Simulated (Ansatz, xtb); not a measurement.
Ranking isomers of C3H5FO2Si

4 gas-phase structures of C3H5FO2Si, from a drawn sample of its isomers (lower ones may exist). Each was relaxed with GFN2-xTB; where two conformers were screened, the lower at r2SCAN-D4/def2-SVP is listed:

A. `C=COC(=O)[SiH2]F`, a singlet
B. `O[SiH2]OC1=C[C@@H]1F`, a singlet
C. `FC1=COCO[SiH2]1`, a singlet
D. `O=C1C[C@H]([SiH2]F)O1`, a singlet

Task: Estimate their order in r2SCAN-D4/def2-SVP energy at these geometries, lowest first.

Result: Calculated order at r2SCAN-D4/def2-SVP: D (0.000), A (0.339), C (1.399), B (1.551) eV.

Energies above the lowest of each column, in eV; the last columns are at B3LYP-D3(BJ)/def2-SVP geometries and were run for some of them only (a dash: not run or not comparable):

```csv
structure,GFN2-xTB,HF/STO-3G,r2SCAN-D4/def2-SVP,B3LYP-D3(BJ)/def2-SVP,CCSD(T)/def2-SVP + ΔMP2/def2-TZVPP
D,0.000,0.000,0.000,0.000,0.000
A,0.567,1.129,0.339,0.208,0.294
C,0.702,0.269,1.399,1.259,1.426
B,0.849,2.685,1.551,–,–
```

Every level run on D puts it lowest or level with the lowest. Flexible structures stand in one conformer each, not always the lowest. A keeps a small imaginary mode. Frequencies (GFN2-xTB) were run for A, C, D alone. ΔMP2 is the change of the MP2 energy from the smaller to the larger basis.

Over these structures GFN2-xTB departs from r2SCAN-D4/def2-SVP by 0.407 eV on average once a common shift is removed. A GFN2-xTB relaxation took about 0.15 s and the r2SCAN-D4/def2-SVP energy about 2.5 s on a shared host (Ansatz 0.2.0, xtb 6.7.1).
